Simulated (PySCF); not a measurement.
H12O6Zn (SMILES [OH2]->[Zn+2](<-[OH2])(<-[OH2])(<-[OH2])(<-[OH2])<-[OH2]), charge +2, singlet, at a GFN2-xTB geometry (such geometries of metal compounds can be far from the true shape); CAMB3LYP/STO-3G run with PySCF.

The PySCF input:
```python
from pyscf import gto, scf, dft

mol = gto.M(
    atom='''
Zn   -0.000000   -0.000000    0.000000
O    -0.687948    1.640644   -0.922140
H    -1.492715    1.707757   -1.449904
H    -0.277384    2.513642   -0.922775
O     1.570567    1.041443    0.681208
H     1.619320    1.528978    1.512244
H     2.421770    1.150668    0.240512
O     1.037003   -0.488888   -1.643454
H     1.600284   -1.263737   -1.757531
H     1.067938    0.005821   -2.471098
O    -1.037003    0.488888    1.643454
H    -1.600284    1.263737    1.757531
H    -1.067938   -0.005821    2.471098
O    -1.570567   -1.041443   -0.681208
H    -1.619320   -1.528978   -1.512244
H    -2.421770   -1.150668   -0.240512
O     0.687948   -1.640644    0.922140
H     0.277384   -2.513642    0.922775
H     1.492715   -1.707757    1.449904
''',
    basis='sto-3g',
    charge=2,
    spin=0,
    verbose=4,
)

mf = dft.RKS(mol)
mf.xc = 'camb3lyp'
mf.kernel()
mf.analyze()
```

Output, abridged:

```
PySCF version 2.14.0

[INPUT] verbose = 4
[INPUT] num. atoms = 19
[INPUT] num. electrons = 88
[INPUT] charge = 2
[INPUT] spin (= nelec alpha-beta = 2S) = 0
[INPUT] symmetry False subgroup None
[INPUT] Mole.unit = angstrom
[INPUT] Symbol           X                Y                Z      unit          X                Y                Z       unit  Magmom
[...]
nuclear repulsion = 754.994755524942
number of shells = 38
number of NR pGTOs = 180
number of NR cGTOs = 60
basis = sto-3g
ecp = {}

******** <class 'pyscf.dft.rks.RKS'> ********
method = RKS
initial guess = minao
damping factor = 0
level_shift factor = 0
DIIS = <class 'pyscf.scf.diis.CDIIS'>
diis_start_cycle = 1
diis_space = 8
diis_damp = 0
SCF conv_tol = 1e-09
SCF conv_tol_grad = None
SCF max_cycles = 50
direct_scf = True
direct_scf_tol = 1e-13
XC library pyscf.dft.libxc version 7.1.2
    S. Lehtola, C. Steigemann, M. J. T. Oliveira, and M. A. L. Marques,  SoftwareX 7, 1–5 (2018)
XC functionals = camb3lyp
    T. Yanai, D. P. Tew, and N. C. Handy,  Chem. Phys. Lett. 393, 51 (2004)
radial grids:
    Treutler-Ahlrichs [JCP 102, 346 (1995); DOI:10.1063/1.469408] (M4) radial grids

becke partition: Becke, JCP 88, 2547 (1988); DOI:10.1063/1.454033
pruning grids: <function nwchem_prune>
grids dens level: 3
symmetrized grids: False
atomic radii adjust function: <function treutler_atomic_radii_adjust>
small_rho_cutoff = 0
Set gradient conv threshold to 3.16228e-05
Initial guess from minao.
tot grids = 222832
init E= -2209.3968578381

WARN: HOMO -0.174426033604777 == LUMO -0.174424905063837

cycle= 1 E= -2209.52126686559  delta_E= -0.124  |g|= 1.26  |ddm|= 5.74
[...]
cycle= 2 E= -2209.10297552063  delta_E= 0.418  |g|= 1.36  |ddm|= 5.79
[...]
cycle= 3 E= -2209.57109775676  delta_E= -0.468  |g|= 1.18  |ddm|= 5.83
[...]
cycle= 4 E= -2209.90202340872  delta_E= -0.331  |g|= 0.543  |ddm|= 1.29
[...]
cycle= 5 E= -2210.0200642038  delta_E= -0.118  |g|= 0.518  |ddm|=  3.8
[...]
cycle= 6 E= -2210.104576488  delta_E= -0.0845  |g|= 0.239  |ddm|= 0.807
[...]
cycle= 7 E= -2210.11417837655  delta_E= -0.0096  |g|= 0.168  |ddm|= 0.15
[...]
cycle= 8 E= -2210.12012529549  delta_E= -0.00595  |g|= 0.108  |ddm|= 0.142
[...]
cycle= 9 E= -2210.12327152316  delta_E= -0.00315  |g|= 0.054  |ddm|= 0.126
[...]
cycle= 10 E= -2210.12430544773  delta_E= -0.00103  |g|= 0.00614  |ddm|= 0.112
[...]
cycle= 11 E= -2210.12431933266  delta_E= -1.39e-05  |g|= 0.000338  |ddm|= 0.0155
[...]
cycle= 12 E= -2210.12431950143  delta_E= -1.69e-07  |g|= 0.000166  |ddm|= 0.00181
[...]
cycle= 13 E= -2210.12431960707  delta_E= -1.06e-07  |g|= 9.73e-05  |ddm|= 0.00185
[...]
cycle= 14 E= -2210.12431967135  delta_E= -6.43e-08  |g|= 1.69e-05  |ddm|= 0.00279
[...]
cycle= 15 E= -2210.12431967205  delta_E= -6.94e-10  |g|= 1.09e-05  |ddm|= 0.000168
[...]
Extra cycle  E= -2210.12431967238  delta_E= -3.32e-10  |g|= 1.27e-05  |ddm|= 6.62e-05
converged SCF energy = -2210.12431967238
**** SCF Summaries ****
Total Energy =                       -2210.124319672379443
Nuclear Repulsion Energy =             754.994755524942207
One-electron Energy =                -4556.843457259370552
Two-electron Energy =                 1591.724382062049017
Two-electron Coulomb Energy =         1718.704248112828054
DFT Exchange-Correlation Energy =     -126.979866050779066
HOMO-LUMO gap [eV] =                     5.201959786274535
**** MO energy ****
[...]
 ** Mulliken pop on meta-lowdin orthogonal AOs  **
 ** Mulliken pop  **
 ** Mulliken atomic charges  **
charge of    0Zn =      1.53185
charge of    1O =     -0.32547
charge of    2H =      0.22742
charge of    3H =      0.22743
charge of    4O =     -0.34454
charge of    5H =      0.19867
charge of    6H =      0.19867
charge of    7O =     -0.34430
charge of    8H =      0.19810
charge of    9H =      0.19810
charge of   10O =     -0.34430
charge of   11H =      0.19810
charge of   12H =      0.19810
charge of   13O =     -0.34454
charge of   14H =      0.19867
charge of   15H =      0.19867
charge of   16O =     -0.32547
charge of   17H =      0.22743
charge of   18H =      0.22742

WARN: System has nonzero charge 2; the dipole moment is origin-dependent.
Location of origin: [0. 0. 0.]

Dipole moment(X, Y, Z, Debye):  0.00000,  0.00000,  0.00000
```
